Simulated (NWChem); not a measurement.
All runs are NWChem calculations. System: H4N2Si, charge 1, spin multiplicity 2, at the geometry of a parent with another charge or spin, in a state set for the comparison that need not be this species' ground state. Its SCF solution wasn't tested for a lower state. Level: UMP2/pcseg-2, 7 core orbitals frozen.

The NWChem input:

```
start mol
memory heap 200 mb stack 900 mb global 1100 mb
charge 1
geometry units angstroms nocenter noautoz
  Si     0.000000     0.000000     0.668612
  N      1.330236     0.000000    -0.444891
  H      1.298763     0.000000    -1.462847
  H      2.286305     0.000000    -0.103203
  N     -1.330236     0.000000    -0.444891
  H     -2.286305     0.000000    -0.103203
  H     -1.298763     0.000000    -1.462847
  symmetry group C2v
end
basis spherical
  * library pcseg-2
end
scf
  uhf
  nopen 1
  maxiter 100
  thresh 1e-7
  semidirect memsize 60000000 filesize 0
  # guess.movecs holds the orbitals of an unrestricted PBE0 run
  vectors input guess.movecs output mol.movecs
end
mp2
  freeze core 7
end
task mp2 energy
```

Part of the output:

```
             Northwest Computational Chemistry Package (NWChem) 7.3.0
             --------------------------------------------------------

                                NWChem Input Module
                                -------------------

 Scaling coordinates for geometry "geometry" by  1.889725989
 (inverse scale =  0.529177249)

 Turning off AUTOSYM since
 SYMMETRY directive was detected!

                             Geometry "geometry" -> ""
                             -------------------------

 Output coordinates in angstroms (scale by  1.889725989 to convert to a.u.)

  No.       Tag          Charge          X              Y              Z
 ---- ---------------- ---------- -------------- -------------- --------------
    1 Si                  14.0000     0.00000000     0.00000000     0.66861200
    2 N                    7.0000     1.33023600     0.00000000    -0.44489100
    3 H                    1.0000     1.29876300     0.00000000    -1.46284700
    4 H                    1.0000     2.28630500     0.00000000    -0.10320300
    5 N                    7.0000    -1.33023600     0.00000000    -0.44489100
    6 H                    1.0000    -2.28630500     0.00000000    -0.10320300
    7 H                    1.0000    -1.29876300     0.00000000    -1.46284700

 Effective nuclear repulsion energy (a.u.)     102.0749903589

            Nuclear Dipole moment (a.u.)
            ----------------------------
        X                 Y               Z
 ---------------- ---------------- ----------------
    -0.0000000000     0.0000000000    -0.0000113384

      Symmetry information
      --------------------

 Group name             C2v
 Group number             16
 Group order               4
 No. of unique centers     4

      Symmetry unique atoms

     1    2    3    4


 Summary of "ao basis" -> "" (spherical)
 ------------------------------------------------------------------------------
       Tag                 Description            Shells   Functions and Types
 ---------------- ------------------------------  ------  ---------------------
 *                          pcseg-2                   on all atoms

 Summary of "ao basis" -> "ao basis" (spherical)
 ------------------------------------------------------------------------------
       Tag                 Description            Shells   Functions and Types
 ---------------- ------------------------------  ------  ---------------------
 Si                         pcseg-2                 12       34   5s4p2d1f
 N                          pcseg-2                 10       30   4s3p2d1f
 H                          pcseg-2                  6       14   3s2p1d

                                 NWChem SCF Module
                                 -----------------

  ao basis        = "ao basis"
  functions       =   150
  atoms           =     7
  alpha electrons =    16
  beta  electrons =    15
  charge          =   1.00
  wavefunction    = UHF
  use symmetry    = T
  symmetry adapt  = T

 Summary of "ao basis" -> "ao basis" (spherical)
 ------------------------------------------------------------------------------
       Tag                 Description            Shells   Functions and Types
 ---------------- ------------------------------  ------  ---------------------
 Si                         pcseg-2                 12       34   5s4p2d1f
 N                          pcseg-2                 10       30   4s3p2d1f
 H                          pcseg-2                  6       14   3s2p1d
[...]
    1 Si  14     5.90   1.00  0.23  0.77  0.28  0.08  2.96  0.18  0.29 -0.00  0.01  0.11  0.01
    2 N    7     3.80   1.00  0.27  0.34  0.09  0.78  0.97  0.34  0.00  0.01  0.00
    3 H    1     0.36   0.19  0.14 -0.00  0.01  0.03  0.00
    4 H    1     0.40   0.20  0.16 -0.00  0.01  0.03  0.00
    5 N    7     3.80   1.00  0.27  0.34  0.09  0.78  0.97  0.34  0.00  0.01  0.00
    6 H    1     0.40   0.20  0.16 -0.00  0.01  0.03  0.00
    7 H    1     0.36   0.19  0.14 -0.00  0.01  0.03  0.00

   Mulliken analysis of the spin density
   -------------------------------------

    Atom       Charge   Shell Charges
 -----------   ------   -------------------------------------------------------
    1 Si  14     0.93   0.00  0.01 -0.01  0.23  0.18  0.00  0.10  0.38  0.04  0.00  0.00  0.00
    2 N    7     0.02   0.00  0.01  0.01 -0.01  0.02  0.01 -0.02  0.00  0.00  0.00
    3 H    1     0.02   0.01  0.01  0.00 -0.00  0.00  0.00
    4 H    1    -0.00  -0.00 -0.00  0.00 -0.00  0.00  0.00
    5 N    7     0.02   0.00  0.01  0.01 -0.01  0.02  0.01 -0.02  0.00  0.00  0.00
    6 H    1    -0.00  -0.00 -0.00  0.00 -0.00  0.00  0.00
    7 H    1     0.02   0.01  0.01  0.00 -0.00  0.00  0.00

       Multipole analysis of the density wrt the origin
       ------------------------------------------------

     L   x y z        total         alpha         beta         nuclear
     -   - - -        -----         -----         ----         -------
     0   0 0 0      1.000000    -16.000000    -15.000000     32.000000

     1   1 0 0      0.000000      0.000000      0.000000     -0.000000
     1   0 1 0      0.000000      0.000000      0.000000      0.000000
     1   0 0 1      0.599787     -0.852483      1.452281     -0.000011

     2   2 0 0     -9.332886    -74.341398    -72.839360    137.847872
     2   1 1 0     -0.000000     -0.000000      0.000000      0.000000
     2   1 0 1     -0.000000     -0.000000      0.000000     -0.000000
     2   0 2 0    -18.040621     -9.755593     -8.285028      0.000000
     2   0 1 1     -0.000000      0.000000     -0.000000      0.000000
     2   0 0 2    -10.371097    -32.899127    -25.076844     47.604875

                   NWChem MP2 Semi-direct Energy/Gradient Module
                   ---------------------------------------------

  Basis functions       =    150
  Molecular orbitals    =    150
  Frozen core           =      7
  Frozen virtuals       =      0
  Active alpha occupied =      9
  Active beta occupied  =      8
  Active alpha virtual  =    134
  Active beta virtual   =    135
  Use MO symmetry       = T
  Use skeleton AO sym   = T

  AO/Fock/Back tols     =   1.0D-09  1.0D-09  1.0D-09

 GA uses MA = F    GA memory limited = T

 Available:
  local mem=  1.26D+08
 global mem=  1.44D+08
 local disk=  0.00D+00
  mp2_memr nvloc                   134
  nvloc new                   134
   1 passes of   9:        5242880                     106175                  44392539.
   1 passes of   9: M    126147052           G      144134200           F     120904172.

 Semi-direct pass number   1 of   1  for UHF alpha       at        4.1s
  vrange nnbf                 10817
  mp2_eaftype                   169  avail_ma_in_mb                  1099
 EAF : mp2_eaftype filesize         169   22196269.
  mp2_eaf for mointskh                    169
Node 0 wrote    104.4 Mb in      0.0 s     Agg I/O rate:  6165.0 Mb/s
 Done moints_semi at        9.5s
  mp2_eaftype                   169  avail_ma_in_mb                   930
 EAF : mp2_eaftype filesize         169   22196269.
  mp2_eaf for kh                   169
 Done maket at        9.8s
 Done multipass loop at        9.8s

 GA uses MA = F    GA memory limited = T

 Available:
  local mem=  1.26D+08
 global mem=  1.44D+08
 local disk=  0.00D+00
  mp2_memr nvloc                   135
  nvloc new                   135
   1 passes of   8:        5242880                      99878                  39758536.
   1 passes of   8: M    126147052           G      144134200           F     120904172.

 Semi-direct pass number   1 of   1  for UHF beta        at        9.8s
  vrange nnbf                 10817
  mp2_eaftype                   151  avail_ma_in_mb                  1099
 EAF : mp2_eaftype filesize         151   19879268.
  mp2_eaf for mointskh                    151
Node 0 wrote     93.5 Mb in      0.0 s     Agg I/O rate:  5530.7 Mb/s
 Done moints_semi at       15.1s
  mp2_eaftype                   151  avail_ma_in_mb                   948
 EAF : mp2_eaftype filesize         151   19879268.
  mp2_eaf for kh                   151
 Done maket at       15.3s
 Done multipass loop at       15.3s

          -------------------------------------------
          SCF energy                -399.961309417816
          Correlation energy          -0.499143651199
          Singlet pairs                0.000000000000
          Triplet pairs                0.000000000000
          Total MP2 energy          -400.460453069015
          -------------------------------------------

          ---------------------------------------------------
                    Spin Component Scaled (SCS) MP2
          Same spin pairs                     -0.119804477346
          Same spin scaling factor             0.333333333333
          Opposite spin pairs                 -0.379339173853
          Opposite spin scaling fact.          1.200000000000
          SCS-MP2 correlation energy          -0.495141834406
          Total SCS-MP2 energy              -400.456451252222
          ---------------------------------------------------

 -----------------------
 Performance information
 -----------------------

 Timer overhead =  1.32D-07 seconds/call

               Nr. of calls         CPU time (s)                 Wall time (s)                GFlops
             ---------------    -------------------     ------------------------------   -------------------
Name         Min   Avg   Max    Min     Avg     Max     Min     Avg     Max   Mx/calls   Min     Max     Sum
mp2: moin     2     2     2    11.     11.     11.      11.     11.     11.     5.4      0.0     0.0     0.0
mp2: make     2     2     2   0.43    0.43    0.43     0.43    0.43    0.43    0.21      0.0     0.0     0.0
mp2: tota     1     1     1    11.     11.     11.      11.     11.     11.     11.      0.0     0.0     0.0

 The average no. of pstat calls per process was 5.00D+00
 with a timing overhead of 6.59D-07s

 Task  times  cpu:       15.3s     wall:       15.3s

 Total times  cpu:       15.3s     wall:       15.3s
```
